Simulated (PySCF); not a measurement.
Au(Cl)(CO) (CAuClO), SMILES [Au](<-[C-]#[O+])[Cl], multiplicity 1.

The structure is a stationary point at PBE0-D3(BJ)/def2-SVP. The spin state was assumed, not searched. The isomer is the one that the SMILES or the coordinates give; other isomers of the formula were not compared. The def2 effective core potentials stand for the cores of Au; spin–orbit coupling is left out.

Method: PBE/def2-TZVPD run with PySCF.

Isolated molecule, no solvent.

Computed frontier levels, gap, dipole moment and polarisability:
```json
{
 "highest_occupied_level": "-7.10 eV",
 "lowest_empty_level": "-3.32 eV",
 "orbital_gap": "3.78 eV",
 "dipole_moment": "3.41 D",
 "quadrupole, principal values (traceless, Buckingham form, about the centre of nuclear charge)": "-3.63, 1.82, 1.82 D·Å",
 "mean_static_polarisability": "65.6 bohr³ (9.73 Å³)",
 "polarisability_principal_values": "44.4, 44.4, 108.2 bohr³"
}
```
